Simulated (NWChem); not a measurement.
System: C4H4ClF; SMILES F/C=C\C=C/Cl

The following NWChem deck was run.

```
start job
memory heap 200 mb stack 900 mb global 1100 mb
geometry units angstroms noautosym nocenter noautoz
  F     -0.288583    -2.967342     0.000000
  C      0.732732    -2.116820     0.000000
  C      0.561533    -0.789905     0.000000
  C     -0.730851    -0.141143     0.000000
  C     -0.949090     1.182709     0.000000
  Cl     0.303003     2.369532     0.000000
  H      1.703506    -2.619561     0.000000
  H      1.460539    -0.169574     0.000000
  H     -1.618236    -0.780555     0.000000
  H     -1.952334     1.612222     0.000000
end
basis spherical
  F library 6-311++g**
  C library 6-311++g**
  Cl library 6-311++g**
  H library 6-311++g**
end
dft
  xc pbe0
  iterations 150
end
cosmo
  do_cosmo_smd true
  solvent water
end
task dft energy
```

Parts of the log:

```
             Northwest Computational Chemistry Package (NWChem) 7.3.0
             --------------------------------------------------------

                             Geometry "geometry" -> ""
                             -------------------------

 Output coordinates in angstroms (scale by  1.889725989 to convert to a.u.)

  No.       Tag          Charge          X              Y              Z
 ---- ---------------- ---------- -------------- -------------- --------------
    1 F                    9.0000    -0.28858300    -2.96734200     0.00000000
    2 C                    6.0000     0.73273200    -2.11682000     0.00000000
    3 C                    6.0000     0.56153300    -0.78990500     0.00000000
    4 C                    6.0000    -0.73085100    -0.14114300     0.00000000
    5 C                    6.0000    -0.94909000     1.18270900     0.00000000
    6 Cl                  17.0000     0.30300300     2.36953200     0.00000000
    7 H                    1.0000     1.70350600    -2.61956100     0.00000000
    8 H                    1.0000     1.46053900    -0.16957400     0.00000000
    9 H                    1.0000    -1.61823600    -0.78055500     0.00000000
   10 H                    1.0000    -1.95233400     1.61222200     0.00000000

 Effective nuclear repulsion energy (a.u.)     252.7941607933

                                 NWChem DFT Module
                                 -----------------

 Summary of "ao basis" -> "ao basis" (spherical)
 ------------------------------------------------------------------------------
       Tag                 Description            Shells   Functions and Types
 ---------------- ------------------------------  ------  ---------------------
 F                         6-311++g**               10       22   5s4p1d
 C                         6-311++g**               10       22   5s4p1d
 Cl                        6-311++g**               14       30   7s6p1d
 H                         6-311++g**                5        7   4s1p

 in cosmo_initialize ...
 calling solv_data for solv:h2o

 solvent parameters
 solvname_short: h2o
 solvname_long:  water
 dielec:       78.4000
 dielecinf:     1.7769
 aqueous SMD model solvent descriptors
 dielec:       78.4000
 sola:          0.8200

          ---------------
          -cosmo- solvent
          ---------------
 Cosmo: York-Karplus, doi: 10.1021/jp992097l
 dielectric constant -eps-     =  78.40
 screen = (eps-1)/(eps    )    =   0.98724
 surface charge correction     = lagrangian

   van der Waals surface
 --------------------------

 ---------- ATOMIC COORDINATES (A.U.) ------------ VDWR(ANG.) --
     1   -0.54534279   -5.60746329    0.00000000     1.730
     2    1.38466270   -4.00020977    0.00000000     1.850
     3    1.06114350   -1.49270401    0.00000000     1.850
     4   -1.38110813   -0.26672160    0.00000000     1.850
     5   -1.79352004    2.23499593    0.00000000     1.850
     6    0.57259264    4.47776620    0.00000000     2.380
     7    3.21915956   -4.95025250    0.00000000     1.200
     8    2.76001851   -0.32044839    0.00000000     1.200
     9   -3.05802262   -1.47503507    0.00000000     1.200
    10   -3.68937630    3.04665781    0.00000000     1.200
 number of segments per atom =        128
 number of   points per atom =        128
 atom (   nspa,  nppa )
 ----------------------
    1 (     84,     0 )       0
    2 (     52,     0 )       0
    3 (     42,     0 )       0
    4 (     44,     0 )       0
    5 (     32,     0 )       0
    6 (     96,     0 )       0
    7 (     54,     0 )       0
    8 (     42,     0 )       0
    9 (     52,     0 )       0
   10 (     48,     0 )       0
 number of -cosmo- surface points =      546
 molecular surface =    144.055 angstrom**2
 molecular volume  =    123.384 angstrom**3
 -lineq- algorithm             =   0
 -bem- low  level              =   3
 -bem- from -octahedral-
 gaussian surface charge width =   4.50000
 degree of switching           =   1.00000
 switching function tolerance  =   0.00010
 atomic radii =
 --------------
    1  9.000  1.730
    2  6.000  1.850
    3  6.000  1.850
    4  6.000  1.850
    5  6.000  1.850
    6 17.000  2.380
    7  1.000  1.200
    8  1.000  1.200
    9  1.000  1.200
   10  1.000  1.200
 ...... end of -cosmo- initialization ......

[...]

                                COSMO-SMD solvation results
                                ---------------------------

             internal energy in gas <Psi(g)|H|Psi(g)> =      -714.475619240007
         internal energy in solvent <Psi(s)|H|Psi(s)> =      -714.474562318020
                               delta internal energy  =         0.001056921987 (    0.66 kcal/mol)
   total free energy in solvent <Psi(s)|H+V/2|Psi(s)> =      -714.483222347110
 polarization energy contribution <Psi(s)|V/2|Psi(s)> =        -0.008660029089 (   -5.43 kcal/mol)
    total free energy in solvent including G(SMD-CDS) =      -714.476510266061
                       G(SMD-CDS) energy contribution =         0.006712081049 (    4.21 kcal/mol)
     1 M fixed-concentration free energy of solvation =        -0.000891026054 (   -0.56 kcal/mol)

                       DFT Final Molecular Orbital Analysis
                       ------------------------------------

 Vector   25  Occ=2.000000D+00  E=-3.352849D-01
              MO Center=  1.1D-01,  2.1D+00, -1.2D-10, r^2= 2.0D+00
   Bfn.  Coefficient  Atom+Function         Bfn.  Coefficient  Atom+Function
  ----- ------------  ---------------      ----- ------------  ---------------
    58     -0.676361   3 C  s                36      0.619907   2 C  s
    80      0.559186   4 C  s               126     -0.406009   6 Cl px
   127      0.369166   6 Cl py              102     -0.317831   5 C  s
   129     -0.263211   6 Cl px              130      0.251584   6 Cl py
   117      0.243492   6 Cl px               60      0.234361   3 C  py

 Vector   26  Occ=2.000000D+00  E=-3.305151D-01
              MO Center=  1.7D-01,  4.8D-02, -1.1D-09, r^2= 4.2D+00
   Bfn.  Coefficient  Atom+Function         Bfn.  Coefficient  Atom+Function
  ----- ------------  ---------------      ----- ------------  ---------------
   128      0.331617   6 Cl pz               53     -0.226596   3 C  pz
   131      0.214964   6 Cl pz              119     -0.196388   6 Cl pz
    57     -0.183297   3 C  pz               75     -0.184147   4 C  pz
    79     -0.150172   4 C  pz              125      0.144975   6 Cl pz
    31     -0.140769   2 C  pz               49     -0.139968   3 C  pz

 Vector   27  Occ=2.000000D+00  E=-2.476301D-01
              MO Center= -5.5D-02, -1.7D-01, -1.9D-09, r^2= 4.4D+00
   Bfn.  Coefficient  Atom+Function         Bfn.  Coefficient  Atom+Function
  ----- ------------  ---------------      ----- ------------  ---------------
   101     -0.230619   5 C  pz              128      0.231338   6 Cl pz
    97     -0.223187   5 C  pz               31      0.219253   2 C  pz
    35      0.208358   2 C  pz              131      0.193884   6 Cl pz
    57      0.170968   3 C  pz               75     -0.169590   4 C  pz
    79     -0.169031   4 C  pz               53      0.166187   3 C  pz

 Vector   28  Occ=0.000000D+00  E=-4.401337D-02
              MO Center= -1.1D-01, -3.8D-01, -1.5D-09, r^2= 4.7D+00
   Bfn.  Coefficient  Atom+Function         Bfn.  Coefficient  Atom+Function
  ----- ------------  ---------------      ----- ------------  ---------------
   101      0.431680   5 C  pz               35      0.403374   2 C  pz
   105      0.383293   5 C  pz               83     -0.307894   4 C  pz
    79     -0.303359   4 C  pz               31      0.263801   2 C  pz
    97      0.256034   5 C  pz               39      0.251348   2 C  pz
    57     -0.219837   3 C  pz               75     -0.181913   4 C  pz

 Vector   29  Occ=0.000000D+00  E= 5.244352D-03
              MO Center=  8.5D-02,  7.0D-02, -6.3D-09, r^2= 1.8D+01
   Bfn.  Coefficient  Atom+Function         Bfn.  Coefficient  Atom+Function
  ----- ------------  ---------------      ----- ------------  ---------------
    58     -6.179421   3 C  s                36      5.628775   2 C  s
   102      4.610777   5 C  s                82     -4.056137   4 C  py
    60      2.993103   3 C  py              132      2.429069   6 Cl s
   151     -2.217235   8 H  s               103     -2.167433   5 C  px
   165     -1.705766  10 H  s               104     -1.545201   5 C  py

 Vector   30  Occ=0.000000D+00  E= 1.813555D-02
              MO Center= -6.9D-01,  4.8D-01, -3.5D-09, r^2= 1.7D+01
   Bfn.  Coefficient  Atom+Function         Bfn.  Coefficient  Atom+Function
  ----- ------------  ---------------      ----- ------------  ---------------
    80     -3.674169   4 C  s                58      3.370478   3 C  s
   102      2.939598   5 C  s               165     -2.189207  10 H  s
    81     -1.876727   4 C  px               59     -1.733660   3 C  px
   151      1.532470   8 H  s               158     -1.465718   9 H  s
   132     -1.446211   6 Cl s               144      1.316500   7 H  s

     Multipole analysis of the density
     ---------------------------------

     L   x y z        total         alpha         beta         nuclear
     -   - - -        -----         -----         ----         -------
     0   0 0 0     -0.000000    -27.000000    -27.000000     54.000000

     1   1 0 0      0.097561      0.206362      0.206362     -0.315163
     1   0 1 0     -0.278159     -0.543050     -0.543050      0.807941
     1   0 0 1     -0.000000     -0.000000     -0.000000      0.000000

     2   2 0 0    -26.066906    -62.132893    -62.132893     98.198880
     2   1 1 0     -3.970505      6.524333      6.524333    -17.019172
     2   1 0 1      0.000000      0.000000      0.000000      0.000000
     2   0 2 0    -33.701246   -416.696681   -416.696681    799.692117
     2   0 1 1      0.000000      0.000000      0.000000      0.000000
     2   0 0 2    -33.125781    -16.562890    -16.562890      0.000000
```

Level: PBE0/6-311++G** (spherical d), SMD on the gas-phase geometry. Structure relaxed at the PBE0/def2-SVP level. Solvent: water.
